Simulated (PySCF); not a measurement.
MeSi(SMe)3, C4H12S3Si.
SMILES with atom numbers: `[CH3:1][S:2][Si:3]([CH3:4])([S:5][CH3:6])[S:7][CH3:8]` (hydrogens: H9, H10, H11 on C1; H12, H13, H14 on C4; H15, H16, H17 on C6; H18, H19, H20 on C8)

The same species was optimised twice, with GFN2-xTB and with PBE0-D3(BJ)/def2-SVP (PySCF), and the same property calculations (PySCF, gas phase) were run on both structures.

| coordinate | GFN2-xTB | PBE0-D3(BJ)/def2-SVP | change |
| --- | --- | --- | --- |
| Si3–C4 (Å) | 1.901 | 1.868 | -0.033 |
| S2–Si3 (Å) | 2.158 | 2.135 | -0.023 |
| Si3–S5 (Å) | 2.170 | 2.150 | -0.020 |
| Si3–S7 (Å) | 2.154 | 2.138 | -0.016 |
| S7–C8 (Å) | 1.817 | 1.825 | +0.008 |
| S5–C6 (Å) | 1.818 | 1.823 | +0.005 |
| C1–S2 (Å) | 1.821 | 1.823 | +0.002 |
| Si3–S7–C8 (°) | 99.6 | 101.6 | +2.0 |
| S5–Si3–S7 (°) | 107.4 | 105.7 | -1.7 |
| S2–Si3–S7 (°) | 109.2 | 107.7 | -1.5 |
| C4–Si3–S7 (°) | 112.4 | 113.7 | +1.3 |
| S2–Si3–S5 (°) | 109.7 | 110.8 | +1.1 |
| C4–Si3–S5 (°) | 111.2 | 112.2 | +1.0 |
| C1–S2–Si3 (°) | 100.6 | 100.4 | -0.2 |
| S2–Si3–C4 (°) | 106.9 | 106.7 | -0.2 |
| C1–S2–Si3–C4 (°) | 167 | -176 | +17 |
| S2–Si3–S5–C6 (°) | -49 | -66 | -17 |
| S2–Si3–S7–C8 (°) | -172 | -173 | -1 |

Rotational constants: A = 1043, B = 874.2, C = 666.0 MHz (GFN2-xTB) against A = 1045, B = 878.8, C = 677.5 MHz (PBE0-D3(BJ)/def2-SVP). Point groups within 0.08 Å: C1 and C1.

On the GFN2-xTB structure: HOMO (eV) -6.78 [PBE0/pcSseg-1]; LUMO (eV) 0.03 [PBE0/pcSseg-1]; dipole (D) 1.23 [PBE0/pcSseg-1]; GIAO shielding of C1/C6/C8 (mean) (ppm) 173.9 [PBE0/pcSseg-1]; GIAO shielding of S2/S5/S7 (mean) (ppm) 662.1 [PBE0/pcSseg-1]; GIAO shielding of Si3 (ppm) 293.3 [PBE0/pcSseg-1]; GIAO shielding of C4 (ppm) 180.6 [PBE0/pcSseg-1].

**Question.** What do these properties become on the PBE0-D3(BJ)/def2-SVP structure?

**Answer.** 
```json
{"property": "HOMO (eV)", "level": "PBE0/pcSseg-1", "on GFN2-xTB": "-6.78", "on PBE0-D3(BJ)/def2-SVP": "-6.90", "change": "-0.12"}
{"property": "LUMO (eV)", "level": "PBE0/pcSseg-1", "on GFN2-xTB": "0.03", "on PBE0-D3(BJ)/def2-SVP": "0.23", "change": "+0.20"}
{"property": "dipole (D)", "level": "PBE0/pcSseg-1", "on GFN2-xTB": "1.23", "on PBE0-D3(BJ)/def2-SVP": "1.96", "change": "+0.73"}
{"property": "energy, GFN2-xTB geometry as zero (kcal/mol)", "level": "PBE0/pcSseg-1", "on GFN2-xTB": "0.0", "on PBE0-D3(BJ)/def2-SVP": "-2.9", "change": "-2.9"}
{"property": "GIAO shielding of C1/C6/C8 (mean) (ppm)", "level": "PBE0/pcSseg-1", "on GFN2-xTB": "173.9", "on PBE0-D3(BJ)/def2-SVP": "170.7", "change": "-3.2"}
{"property": "GIAO shielding of S2/S5/S7 (mean) (ppm)", "level": "PBE0/pcSseg-1", "on GFN2-xTB": "662.1", "on PBE0-D3(BJ)/def2-SVP": "670.6", "change": "+8.5"}
{"property": "GIAO shielding of Si3 (ppm)", "level": "PBE0/pcSseg-1", "on GFN2-xTB": "293.3", "on PBE0-D3(BJ)/def2-SVP": "298.9", "change": "+5.6"}
{"property": "GIAO shielding of C4 (ppm)", "level": "PBE0/pcSseg-1", "on GFN2-xTB": "180.6", "on PBE0-D3(BJ)/def2-SVP": "183.1", "change": "+2.5"}
```

The heavy atoms differ by 0.156 Å rms after alignment. Among bonds between heavy atoms Si3–C4 changes most (-0.033 Å). Changes are differences of the printed values. Neither structure is proved a minimum here.

Shape of the structure used: `[CH3:1][S:2][Si:3]([CH3:4])([S:5][CH3:6])[S:7][CH3:8]`: C1–S2–Si3–C4 -176°, S2–Si3–S5–C6 -66°, S2–Si3–S7–C8 -173°.
